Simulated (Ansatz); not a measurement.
Two isomers of CH9NOSi2: A = `C[SiH](N)[SiH2]O`, B = `N[SiH2][SiH2]CO`.

Program: Ansatz. Geometries: PBE0-D4/def2-TZVP. ΔE: electronic, gas phase. CBS: MP2 limit from def2 TZ/QZ plus the TZ coupled-cluster correction, frozen cores. DFT in def2-TZVPP. B3LYP here is the variant with VWN-RPA as its local correlation; programs differ in this. One conformer a species, not always the lowest.

Q: Which is lower in electronic energy at CCSD(T)/CBS, and by how much? (Estimate.)

A: The calculation gave: A, by 48.6 kcal/mol.

Q: Give E(B) − E(A) in kcal/mol with B3LYP, ωB97M-V, CCSD(T)/def2-TZVPP, PBE0-D4, B3LYP-D4, CCSD/def2-TZVPP, B2PLYP. (Best estimate.)

A: Computed: B3LYP 46.3, ωB97M-V 48.2, CCSD(T)/def2-TZVPP 47.9, PBE0-D4 46.5, B3LYP-D4 47.3, CCSD/def2-TZVPP 47.9, B2PLYP 48.1. None reverses the order clearly.

Largest T1 diagnostic: 0.012.

From PBE to PBE0 (25 % exact exchange), in def2-TZVPP and without D4, E(B) − E(A) moves by +1.4 kcal/mol. The D4 term adds +1.0 kcal/mol with B3LYP and +0.5 kcal/mol with PBE0; it sums over pairs of atoms, weighted by their polarisabilities, and B3LYP, whose exchange is more repulsive, gets the larger term.
